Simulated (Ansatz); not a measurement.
CH₅AlS₂, one more setting.

```yaml
crystal:
  periodic: [false, false, false]
  atoms:
    - {symbol: C, position_ang: [-0.398411, 0.988006, -0.907103]}
    - {symbol: Al, position_ang: [0.330750, -0.604589, -0.188202]}
    - {symbol: S, position_ang: [1.730588, -0.456552, 1.564503]}
    - {symbol: S, position_ang: [-0.305547, -1.116146, 2.286657]}
    - {symbol: H, position_ang: [-1.297767, 0.333244, -1.258045]}
    - {symbol: H, position_ang: [-0.352932, 1.758052, -0.533238]}
    - {symbol: H, position_ang: [0.513547, 1.124767, -1.829322]}
    - {symbol: H, position_ang: [0.553240, -2.438755, -0.818801]}
    - {symbol: H, position_ang: [-0.582923, 0.461047, 2.403784]}
basis:
  gaussian: {orbitals: "6-311G**", point_charges: [{charge: -1.00, position_ang: [6.296, -0.548, -0.030]}]}
hamiltonian: {xc: {name: B3LYP5}}
accuracy: high
output: {forces: true}
```

```sh
$ ansatz run in.yaml --threads 2 --pin off --events-out ev --progress --plain --max-ram 4352MiB
```

It prints (some lines left out):

```
Error: <dir> can't be read: No such file or directory (os error 2)
```
